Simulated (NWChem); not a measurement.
BH₂SeCl; SMILES ClB[SeH]

```xyz
5

B      0.7510     0.6041     0.0000
Cl    -0.1755     2.0864     0.0000
H      1.9521     0.6582     0.0000
Se    -0.0323    -1.1426     0.0000
H     -1.4349    -0.6969     0.0000
```
Atoms are numbered in this order, from 1.

Results from NWChem. Geometry: optimised at PBE0/def2-SVP. Level: PBE0/def2-SVPD; rows give the wavelength of the field.

| field | isotropic polarisability (bohr³) | anisotropy (bohr³) |
|---|---|---|
| static | 57.5 | 27.1 |
| 1065 nm | 58.2 | 27.9 |
| 589 nm | [?] | [?] |

**Question.** Fill in the missing entries.

**Answer.** 
- 589 nm, isotropic polarisability (bohr³): 60.0
- 589 nm, anisotropy (bohr³): 29.9
